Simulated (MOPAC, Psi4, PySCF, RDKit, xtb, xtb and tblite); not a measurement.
Two geometries of C6H14Se, SMILES CC(C)(C)CC[SeH], relaxed at GFN2-xTB with one dihedral held; other torsions can differ between them too.

Structure A

```
21

C     -0.8096    -0.8551     1.4757
C     -0.6493     0.0155     0.2275
C     -0.6399     1.4926     0.6271
C     -1.8356    -0.2375    -0.7095
C      0.6341    -0.3557    -0.5418
C      1.9216    -0.1631     0.2369
Se     3.5123    -0.6720    -0.8400
H     -0.0406    -0.6346     2.2117
H     -1.7768    -0.6696     1.9373
H     -0.7515    -1.9105     1.2186
H     -1.6004     1.7682     1.0566
H     -0.4603     2.1244    -0.2400
H      0.1283     1.6954     1.3691
H     -2.7709     0.0097    -0.2128
H     -1.7546     0.3726    -1.6065
H     -1.8742    -1.2828    -1.0081
H      0.5605    -1.4039    -0.8463
H      0.6781     0.2526    -1.4500
H      2.0764     0.8781     0.5198
H      1.9566    -0.7871     1.1298
H      2.7710    -1.0508    -2.0200
```

Structure B

```
21

C     -0.7852    -0.8690     1.4607
C     -0.6343     0.0118     0.2183
C     -0.6437     1.4861     0.6290
C     -1.8161    -0.2497    -0.7215
C      0.6559    -0.3344    -0.5484
C      1.9434    -0.1084     0.2243
Se     3.4925    -0.6600    -0.8966
H     -0.0189    -0.6455     2.1989
H     -1.7547    -0.6982     1.9233
H     -0.7146    -1.9218     1.1958
H     -1.6082     1.7470     1.0590
H     -0.4708     2.1261    -0.2335
H      0.1211     1.6926     1.3738
H     -2.7559    -0.0234    -0.2231
H     -1.7438     0.3709    -1.6119
H     -1.8366    -1.2921    -1.0317
H      0.6083    -1.3858    -0.8501
H      0.6908     0.2651    -1.4624
H      2.0964     0.9434     0.4591
H      1.9852    -0.7041     1.1356
H      4.4217     0.2862    -0.3225
```

Which is lower in energy at the level B3LYP-D3(BJ)/def2-SVP // GFN2-xTB (Psi4 1.11), and by how much?

B is lower, by 1.29 kJ/mol (dihedral C5–C6–Se7–H21: 0° in A, 150° in B).

E(B) − E(A) in kJ/mol at the other levels, on the same two geometries: GFN2-xTB (xtb and tblite) 1.01; B3LYP/def2-SVP // GFN2-xTB (Psi4) -2.01; PBE/def2-SVP // GFN2-xTB (Psi4) -1.59; PBE-D3(BJ)/def2-SVP // GFN2-xTB (Psi4) -1.11; UFF // GFN2-xTB (RDKit) -4.61; AM1, restricted, heats of formation // GFN2-xTB (MOPAC) 1.41; PM7, restricted, heats of formation // GFN2-xTB (MOPAC) 2.29; GFN1-xTB // GFN2-xTB (xtb) -0.15; restricted B3LYP/6-31G*, spherical d, density fitting // GFN2-xTB (PySCF) -1.89; restricted MP2 (frozen core)/6-31G*, spherical d // GFN2-xTB (PySCF) -1.66; restricted Hartree-Fock/3-21G, density fitting // GFN2-xTB (PySCF) -2.67; restricted Hartree-Fock/LANL2DZ, with its core potentials past Ne // GFN2-xTB (PySCF) -3.28.
